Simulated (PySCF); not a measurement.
Question: Write Cartesian coordinates for `[O]=[Mo-](<-[OH2])([Cl])([Cl])([Cl])[Cl]` ([MoO(H2O)Cl4]-) [radical] as optimised with PBE0-D3(BJ)/def2-SVP. (Charge -1 and doublet state.)

Answer: 
```
atom  x, y, z in Å
Mo1   -0.104    0.084    0.854
O2     0.107   -0.143    2.467
O3    -0.124    0.157   -1.630
H4    -0.225   -0.810   -1.662
H5     0.843    0.276   -1.636
Cl6    2.225    0.156    0.167
Cl7   -2.450    0.074    0.646
Cl8   -0.145    2.432    0.675
Cl9   -0.127   -2.227    0.120
```

Orientation and origin are arbitrary. Atoms count from 1 in this order. The 2 Mo–O bonds span 1.643 Å (Mo1–O2) to 2.485 Å (Mo1–O3), a spread of 0.842 Å. O3 (oxygen bonded to Mo and 2 H) is pyramidal (angles 103.0°, 90.3° and 90.1°, sum 283.3°, 0.59 Å off the plane of its three neighbours). The Cl–Mo distances run from 2.355 Å (Mo1–Cl8) to 2.430 Å (Mo1–Cl6), a spread of 0.075 Å. Mo1 (molybdenum bonded to 4 Cl and 2 O) is distorted octahedral (the three widest angles are 170.6°, 158.5° and 158.0°, the others run from 74.0° to 102.4°).

Bonds between heavy atoms (Å): Mo1–O2 1.643, Mo1–O3 2.485, Mo1–Cl6 2.430, Mo1–Cl7 2.356, Mo1–Cl8 2.355, Mo1–Cl9 2.426.

Level of theory: PySCF, PBE0-D3(BJ)/def2-SVP geometry optimisation, gas phase, def2 core potentials past Kr.

Point group: Cs (every atom within 0.08 Å of its image). Not checked by PBE0-D3(BJ)/def2-SVP frequencies. ⟨S²⟩ = 0.758 (exact for a doublet: 0.75).

The run took 4.1 min wall on an Arm Neoverse V1 with one thread, shared host. This is the geometry optimisation.

Caution for open-shell metal species: one SCF solution and one stationary point were followed, and a lower state or a bent or distorted shape isn't ruled out.
